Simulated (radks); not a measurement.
Neutral neon inside a hard spherical wall (all orbitals vanish at R), configuration held at [Ne] and not refilled when levels cross. Calculated with a radial shooting solver on a logarithmic mesh with Libxc functionals: non-relativistic Kohn-Sham, PBEsol, spin-polarised, spherical densities, point nucleus. Eigenvalues in eV for spin up, with the zero of energy where the potential of the charges vanishes at infinity; a dash marks a level that is unbound or too diffuse for the functional's potential to be trusted. A positive occupied level is held by the wall or, in an anion where self-interaction has pushed it up, behind a barrier. The pressure on the wall is -dE/dV.

R (bohr)  E (hartree)  kinetic (hartree)    e(1s)    e(2s)    e(2p)  e(3s, empty)  e(3p, empty)  pressure (GPa)
free       -128.52573            128.179  -827.17  -36.074  -13.284             -             -               0
20         -128.52573            128.179  -827.17  -36.074  -13.284             -             -        < 0.0001
15         -128.52573            128.179  -827.17  -36.074  -13.284             -             -        < 0.0001
10         -128.52573            128.179  -827.17  -36.074  -13.284         0.388         2.027        < 0.0001
7          -128.52570            128.179  -827.17  -36.070  -13.280         1.550         4.235         0.00333
6          -128.52548            128.182  -827.14  -36.051  -13.261         2.696         6.064          0.0336
5          -128.52381            128.196  -827.01  -35.952  -13.157         5.086         9.501           0.363
3          -128.40072            128.884  -822.66  -33.077   -9.956        27.690        35.661            72.6
2          -127.15820            133.866  -801.54  -19.166    5.749        98.921        103.95            2070
1.5        -123.17490            145.965  -763.18   11.112   37.455        230.23        218.03           16100
